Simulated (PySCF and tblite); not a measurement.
The numbers below are computed, except where a source is named.
Molecule: C2H11B4P, numbered as in [BH2:1][BH:2][PH:3][BH:4][CH2:5][BH:6][CH3:7].

The mean out-of-plane torsion at P3 (0° is planar) is held and the rest relaxed at GFN2-xTB. Energies: PBE0/pcSseg-1 + D3(BJ). Programs: tblite and PySCF.

Task: Give the DFT energy and dipole along the out-of-plane angle.

Result: 
| out-of-plane angle ° | E kcal/mol | dipole D |
| --- | --- | --- |
| -34 | 0.70 | 0.76 |
| -27 | 0.24 | 0.77 |
| -19 | 0.00 | 0.76 |
| -9 | 0.15 | 0.84 |
| 0 | 0.10 | 0.86 |
| 10 | 0.07 | 0.90 |
| 19 | 0.01 | 0.90 |
| 27 | 0.11 | 0.92 |
| 34 | 0.62 | 0.94 |

Task: Where is the lowest sampled point, and what does the planar form cost?

Result: At -19°; the point at 0° lies 0.10 kcal/mol above it.
